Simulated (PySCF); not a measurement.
```xyz
3
charge 0 multiplicity 3, angstrom
Au    0.0000    0.0000   -0.8389
O     0.0000    0.0000   -2.7005
I     0.0000    0.0000    1.6432
```

Computed with PySCF, UPBE0, basis Au def2-TZVP with ECP60, O def2-TZVP, I def2-TZVP with ECP28 (scalar-relativistic core potentials, no spin–orbit coupling, density fitting).

This geometry of AuOI is a stationary point at this level.

Question: What is the point group?

Answer: C∞v.

Question: Is it a minimum?

Answer: Yes: all harmonic wavenumbers are real.

Question: Which band is strongest in the infrared?

Answer: 220 cm⁻¹ (σ+), 6 km/mol.

Question: What are the dipole moment and the gap between the highest occupied and lowest empty levels of either spin?

Answer: 0.38 D and 2.83 eV.

Other isomers or separated fragments may lie lower. Other spin states or occupations of the open shell can lie lower. No spin–orbit coupling is included, which matters more the heavier the element.
